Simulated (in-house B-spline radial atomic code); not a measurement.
**RPA and G0W0 on BLYP: F²⁺**

Configuration [He] 2s2 2p3, highest spin, mean-field start BLYP. Computed with an all-electron radial atomic-structure program (B-spline basis): all electrons, scalar-relativistic (spin-free one-electron X2C), finite nucleus, each spin shell either full or empty, empty states to l = 9 with an (l + 1/2)⁻⁴ tail; G0W0 by contour deformation at full frequency.

Command:
```bash
python run_gw.py task.json out
```
Settings (radii: box in bohr, nucleus in fm):
```
Z                        9
electrons                7
configuration            [He] 2s2 2p3
hamiltonian              x2c
method                   b88,lyp
lmax                     9
rms_radius               2.8976
spin_polarised           True
box_radius               17.55
intervals                71
```

Time taken, with all properties: 1.2 s on 1 thread of Arm Neoverse V2 (shared host).

Energies (hartree):

| term | value |
| --- | --- |
| mean-field total | -97.90201 |
| Hartree-Fock functional on these orbitals | -97.69624 |
| direct second order | -0.4166 |
| second-order exchange | 0.19657 |
| SOSEX correction | 0.17228 |

**Question.** What is the RPA correlation energy, and what remains with SOSEX?

**Answer.** RPA gives -0.35922 hartree (-1.4 eV per electron); RPA + SOSEX gives -0.18694, and the second-order doubles -0.22003 hartree (no singles). SOSEX takes back 48 % of the RPA value.

Quasi-particle levels (eV):

```
  level  occupied  mean field  Σx - vxc     Σc  QP weight    G0W0
  2p up       yes      -51.41    -12.50      ?          ?       ?
2s down       yes      -63.51     -7.57  -1.70      0.934  -72.79
2p down        no      -44.58     13.70  -4.44      0.936  -35.33
```

G0W0 = mean field + (Σx - vxc) + Σc, with Σc (partial-wave tail included) taken at the quasi-particle energy. Levels of low weight are left out.

**Question.** Where does G0W0 put 2p up?

**Answer.** At -62.07 eV, with Σc = 1.83 eV and a quasi-particle weight of 0.922. The tabulated removal energy is 62.708 eV (NIST, semi-empirical).
